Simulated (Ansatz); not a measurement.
Species: InF, charge 0, singlet. InF (SMILES [F][In]).
B3LYP-D3(BJ)/def2-TZVP minimum from Ansatz (a first-principles code):
```xyz
2

In     0.0000     0.0000    -0.3120
F      0.0000     0.0000     1.6989
```

Property: atomisation energy (electronic, to ground-state atoms), in kcal/mol. UHF or UKS for unpaired electrons; spin-orbit terms are left out. Correlated methods leave the cores frozen (noble-gas shells, and filled d and f shells in the p block). Past Kr the def2 sets carry scalar-relativistic core potentials. CBS(X,Y): correlation extrapolated as X^-3, Hartree-Fock from the larger set. A bracket is a step between two methods taken in the basis named. For partners of very few electrons the exact lower level stands in for a higher one. Spin-orbit terms, left out, reach several kcal/mol for Br and I, and more for heavier atoms.

CCSD(T)/CBS(def2-TZVPP,def2-QZVPP) + [CCSDT(Q) - CCSD(T)]/def2-QZVPP + [CCSDTQ - CCSDT(Q)]/def2-SVP (Ansatz) gives 130.8 kcal/mol.

**Question.** How far off this value is PBE/def2-TZVPD (Ansatz), in which direction, and how far these levels: r2SCAN/def2-TZVPD, B3LYP/def2-TZVPD, PBE0/def2-TZVPD, B2PLYP/def2-TZVPD, CCSD(T)/CBS(def2-TZVPP,def2-QZVPP)?

**Answer.** PBE gives 133.9 kcal/mol, 3.1 kcal/mol above it. Differences of the others: r2SCAN/def2-TZVPD (Ansatz) -1.5; B3LYP/def2-TZVPD (Ansatz) -3.1; PBE0/def2-TZVPD (Ansatz) -5.5; B2PLYP/def2-TZVPD (Ansatz) -1.5; CCSD(T)/CBS(def2-TZVPP,def2-QZVPP) (Ansatz) 0.1 kcal/mol.
